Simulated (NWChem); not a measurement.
CrO₂Cl₂; SMILES [O]=[Cr](=[O])([Cl])[Cl]

All runs: NWChem. All runs use the structure optimised with B3LYP/6-31G* (spherical d). Level BLYP/def2-SVP: energy and gradient; each run changes one setting, and changes count from the defaults (medium grid, exact Coulomb integrals, symmetry on).

```csv
setting,size of the energy change (μHa),largest change of a gradient component (μHa/bohr),"time, defaults = 1 (rough)"
defaults,< 10,< 30,about 1
tight SCF thresholds and tolerances,< 10,200,2
coarse grid,40,600,about 1
extra-fine grid,< 10,80,2
```
